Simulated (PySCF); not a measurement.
Isomers of C5H11PS.

All values: B3LYP/def2-SVPD (PySCF) at GFN2-xTB geometries, gas phase, one conformer each. Core orbitals are frozen in the response; Δα² is half the sum of the squared differences of the principal polarisabilities.

Question: Rank by dipole moment, highest first.
A. `[CH2:1]=[CH:2][P@@H:3](=[S:4])[CH2:5][CH2:6][CH3:7]` with C1–C2–P3–S4 -1°, C2–P3–C5–C6 -91°, P3–C5–C6–C7 64°
B. `[CH3:1][S:2][CH2:3][PH:4][CH:5]1[CH2:6][CH2:7]1` with C1–S2–C3–P4 64°, S2–C3–P4–C5 73°, C3–P4–C5–C6 -164°
C. `[CH2:1]=[CH:2][CH2:3][PH:4][CH2:5][S:6][CH3:7]` with C1–C2–C3–P4 15°, C2–C3–P4–C5 75°, C3–P4–C5–S6 164°, P4–C5–S6–C7 65°
D. `[CH2:1]=[CH:2][P:3]([CH3:4])[CH2:5][S:6][CH3:7]` with C1–C2–P3–C4 151°, C2–P3–C5–S6 -167°, P3–C5–S6–C7 -64°

Answer: A (4.14 D), C (1.56 D), D (1.14 D), B (0.69 D).

All values together:

| SMILES | μ (D) | HOMO (eV) | LUMO (eV) | α (Å³) | Δα (Å³) |
| --- | --- | --- | --- | --- | --- |
| C=CCPCSC | 1.56 | -6.01 | -0.27 | 16.05 | 4.82 |
| CSCPC1CC1 | 0.69 | -5.98 | 0.16 | 15.59 | 3.58 |
| C=C[P@@H](=S)CCC | 4.14 | -6.35 | -1.12 | 15.78 | 2.53 |
| C=CP(C)CSC | 1.14 | -5.99 | -0.66 | 16.63 | 6.46 |

Conformers: `[CH2:1]=[CH:2][CH2:3][PH:4][CH2:5][S:6][CH3:7]` with C1–C2–C3–P4 15°, C2–C3–P4–C5 75°, C3–P4–C5–S6 164°, P4–C5–S6–C7 65°; `[CH3:1][S:2][CH2:3][PH:4][CH:5]1[CH2:6][CH2:7]1` with C1–S2–C3–P4 64°, S2–C3–P4–C5 73°, C3–P4–C5–C6 -164°; `[CH2:1]=[CH:2][P@@H:3](=[S:4])[CH2:5][CH2:6][CH3:7]` with C1–C2–P3–S4 -1°, C2–P3–C5–C6 -91°, P3–C5–C6–C7 64°; `[CH2:1]=[CH:2][P:3]([CH3:4])[CH2:5][S:6][CH3:7]` with C1–C2–P3–C4 151°, C2–P3–C5–S6 -167°, P3–C5–S6–C7 -64°.
